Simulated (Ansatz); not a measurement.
Al₅Ru₂⁻. Total charge -1; singlet. Geometry PBE-D4/def2-SVPD.

Cartesian coordinates in Å:
```
Ru -0.193 0.836 -0.057
Ru 0.884 -2.256 0.945
Al 0.507 2.129 -1.874
Al -2.369 1.516 -0.570
Al 1.949 -0.189 0.645
Al -0.616 -0.693 1.841
Al -0.163 -1.343 -0.930
```

In the def2 sets Ru takes a core potential; there is no spin–orbit coupling. The structure comes from a short search, and lower isomers may exist.

Question: Estimate the orbital energies around the gap (eV) in Ansatz with PBE-D4/def2-SVPD, PBE-D4/def2-TZVPD, r2SCAN-D4/def2-TZVPD, r2SCANh-D4/def2-TZVPD, PBE0-D4/def2-SVPD.

Answer: 
```json
{"orbital": "HOMO−5", "PBE-D4/def2-SVPD": "-1.57", "PBE-D4/def2-TZVPD": "-1.55", "r2SCAN-D4/def2-TZVPD": "-1.75", "r2SCANh-D4/def2-TZVPD": "-2.08", "PBE0-D4/def2-SVPD": "-2.37"}
{"orbital": "HOMO−4", "PBE-D4/def2-SVPD": "-1.12", "PBE-D4/def2-TZVPD": "-1.11", "r2SCAN-D4/def2-TZVPD": "-1.24", "r2SCANh-D4/def2-TZVPD": "-1.56", "PBE0-D4/def2-SVPD": "-1.98"}
{"orbital": "HOMO−3", "PBE-D4/def2-SVPD": "-0.94", "PBE-D4/def2-TZVPD": "-0.94", "r2SCAN-D4/def2-TZVPD": "-1.07", "r2SCANh-D4/def2-TZVPD": "-1.42", "PBE0-D4/def2-SVPD": "-1.87"}
{"orbital": "HOMO−2", "PBE-D4/def2-SVPD": "-0.73", "PBE-D4/def2-TZVPD": "-0.73", "r2SCAN-D4/def2-TZVPD": "-0.84", "r2SCANh-D4/def2-TZVPD": "-1.11", "PBE0-D4/def2-SVPD": "-1.45"}
{"orbital": "HOMO−1", "PBE-D4/def2-SVPD": "-0.66", "PBE-D4/def2-TZVPD": "-0.65", "r2SCAN-D4/def2-TZVPD": "-0.76", "r2SCANh-D4/def2-TZVPD": "-1.02", "PBE0-D4/def2-SVPD": "-1.36"}
{"orbital": "HOMO", "PBE-D4/def2-SVPD": "-0.59", "PBE-D4/def2-TZVPD": "-0.58", "r2SCAN-D4/def2-TZVPD": "-0.66", "r2SCANh-D4/def2-TZVPD": "-0.85", "PBE0-D4/def2-SVPD": "-1.08"}
{"orbital": "LUMO", "PBE-D4/def2-SVPD": "0.44", "PBE-D4/def2-TZVPD": "0.43", "r2SCAN-D4/def2-TZVPD": "0.47", "r2SCANh-D4/def2-TZVPD": "0.69", "PBE0-D4/def2-SVPD": "0.99"}
{"orbital": "LUMO+1", "PBE-D4/def2-SVPD": "0.61", "PBE-D4/def2-TZVPD": "0.59", "r2SCAN-D4/def2-TZVPD": "0.63", "r2SCANh-D4/def2-TZVPD": "0.85", "PBE0-D4/def2-SVPD": "1.18"}
{"orbital": "LUMO+2", "PBE-D4/def2-SVPD": "0.81", "PBE-D4/def2-TZVPD": "0.81", "r2SCAN-D4/def2-TZVPD": "0.84", "r2SCANh-D4/def2-TZVPD": "1.03", "PBE0-D4/def2-SVPD": "1.30"}
{"orbital": "LUMO+3", "PBE-D4/def2-SVPD": "0.85", "PBE-D4/def2-TZVPD": "0.84", "r2SCAN-D4/def2-TZVPD": "0.85", "r2SCANh-D4/def2-TZVPD": "1.08", "PBE0-D4/def2-SVPD": "1.39"}
{"orbital": "LUMO+4", "PBE-D4/def2-SVPD": "1.37", "PBE-D4/def2-TZVPD": "1.33", "r2SCAN-D4/def2-TZVPD": "1.47", "r2SCANh-D4/def2-TZVPD": "1.70", "PBE0-D4/def2-SVPD": "2.00"}
{"orbital": "LUMO+5", "PBE-D4/def2-SVPD": "1.49", "PBE-D4/def2-TZVPD": "1.47", "r2SCAN-D4/def2-TZVPD": "1.56", "r2SCANh-D4/def2-TZVPD": "1.78", "PBE0-D4/def2-SVPD": "2.07"}
```
